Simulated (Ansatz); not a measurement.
Consider the formal exchange of groups at the Se–Si bond: `[SeH][SiH]([SeH])[SeH]` + `[F][GaH2]` → `[F][GaH][SeH]` + `[SeH][SiH2][SeH]`.

Calculated with Ansatz (gas phase, PBE0-D4/def2-TZVP geometries, no zero-point term in ΔE). CCSD(T)/CBS adds triple-zeta CCSD(T) − MP2 to the extrapolated MP2 energy (def2 sets, frozen cores). For Ga, Se outer-core shells are correlated without core-valence functions, which leaves a few kJ/mol of doubt a bond. Scalar relativity is left out up to krypton. Each species was taken in one conformer, which may not be the lowest.

`[SeH][SiH]([SeH])[SeH]`:

```xyz
8

Se   -0.026   -0.718    2.207
Si    0.308   -0.312   -0.002
Se    0.148    1.868   -0.625
Se   -1.295   -1.424   -1.166
H    -1.303    0.008    2.214
H     1.674   -0.829   -0.255
H     1.388    2.234    0.076
H    -0.892   -0.828   -2.449
```

`[F][GaH2]`:

Z-matrix (Å, degrees):
```
Ga
F 1 1.759
H 1 1.555 2 113.8
H 1 1.555 2 113.8 3 -180.0
```

`[F][GaH][SeH]`:

Z-matrix (Å, degrees):
```
Ga
F 1 1.754
Se 1 2.307 2 112.0
H 1 1.550 2 118.1 3 -180.0
H 3 1.470 1 91.4 2 179.9
```

`[SeH][SiH2][SeH]`:

Z-matrix (Å, degrees):
```
Si
Se 1 2.274
Se 1 2.274 2 114.3
H 1 1.483 2 112.6 3 117.8
H 1 1.483 2 103.5 3 -122.8
H 2 1.469 1 92.9 3 -55.4
H 3 1.469 1 92.9 2 -55.5
```

```json
{"level": "HF/def2-TZVPP", "ΔE (eV)": "-0.60"}
{"level": "SCS-MP2/def2-TZVPP", "ΔE (eV)": "-0.46"}
```

(1) What does CCSD(T)/CBS give? (Best estimate.)

Largest T1 diagnostic among the species: 0.014.

Results:

(1) Ansatz gave: -0.45 eV. The listed levels differ from it by -0.15, -0.01 eV.

In def2-TZVPP, CCSD(T) changes the Hartree–Fock value by +0.12 eV (the triples alone add +0.02 eV) and MP2 by +0.18 eV. The D4 term adds +0.10 eV with B3LYP and +0.05 eV with PBE0; it sums over pairs of atoms, weighted by their polarisabilities, and B3LYP, whose exchange is more repulsive, gets the larger term.

B3LYP here is the variant with VWN-RPA as its local correlation; programs differ in this.
